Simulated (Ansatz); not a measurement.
```yaml
crystal:
  periodic: [false, false, false]
  atoms:
    - {symbol: Cu, position_ang: [0.233629, 1.576697, -0.493239]}
    - {symbol: Cu, position_ang: [-1.503936, -0.364378, -0.629735]}
    - {symbol: Cu, position_ang: [-0.313676, 0.167452, 1.631288]}
    - {symbol: Cu, position_ang: [1.882751, -0.090346, 0.420102]}
    - {symbol: Cu, position_ang: [0.275969, -1.884835, 0.302680]}
    - {symbol: Cu, position_ang: [0.778904, -0.585531, -1.665902]}
    - {symbol: Se, position_ang: [-1.831090, -1.626676, 1.344446]}
    - {symbol: Se, position_ang: [1.315208, 1.883300, 1.590284]}
    - {symbol: Se, position_ang: [-0.837758, 0.924328, -2.499915]}
basis:
  gaussian: {orbitals: def2-SVP}
magnetization: {spin_polarized: true, initial_magnetization: 2}
hamiltonian: {xc: pbe0, dispersion: d4}
scf: {omitted_lower_state_checks: [starts]}
output: {orbitals: {seedname: orbitals}}
```

```sh
$ ansatz run in.yaml --threads 4 --pin off --events-out ev --progress --plain --max-ram 6963MiB
```

Question: Does this run fit into the memory that it is given?

Answer: No. It has 282 basis functions, and Ansatz plans for 8 GiB where 7 GiB are given.
